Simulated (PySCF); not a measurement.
# Polarisability and C₆ of Pd²⁴⁺ (palladium, charge +24)

[Ar] 3d4, high-spin 5D determinant. All numbers are calculated (PySCF 2.14, the non-relativistic Hamiltonian (point nucleus), in an uncontracted even-tempered set (17 s from 2.9 bohr⁻², ratio 2.5; 11 p from 3.8 bohr⁻², ratio 2.5; 8 d from 3.8 bohr⁻², ratio 2.5; 4 f from 15 bohr⁻², ratio 2.7; 3 g from 22 bohr⁻², ratio 2.7)). Coupled (time-dependent) response in atomic units; α is the mean over directions.

```csv
method,mean α (bohr³),"α xx, yy, zz",C₆ (like pair),S(−4)
UHF,0.02925,"0.03018, 0.03018, 0.02738",0.007486,0.0004833
PBE0,0.02919,"0.03016, 0.03016, 0.02727",0.007487,0.0004796
```

S(−4) is the Cauchy moment in α(ω) = α(0) + S(−4) ω² + …

Spin-orbit coupling is absent.

α(iu) at PBE0:

```tsv
u (hartree)	α(iu) (bohr³)
0	0.02919
1.00	0.02873
2.00	0.02744
4.00	0.02364
6.00	0.01988
8.00	0.01692
10.0	0.01472
15.0	0.01124
20.0	0.009133
30.0	0.006474
50.0	0.003670
```

For an ion, C₆ is the dispersion term alone; charge-induced terms of lower order in 1/R come first.

The components differ because the open shell of this determinant is not spherical; for a pure term their mean is the scalar polarisability.

A non-relativistic calculation at this Z misses sizeable relativistic shifts. Spin-orbit coupling, absent here, splits the open shell strongly.
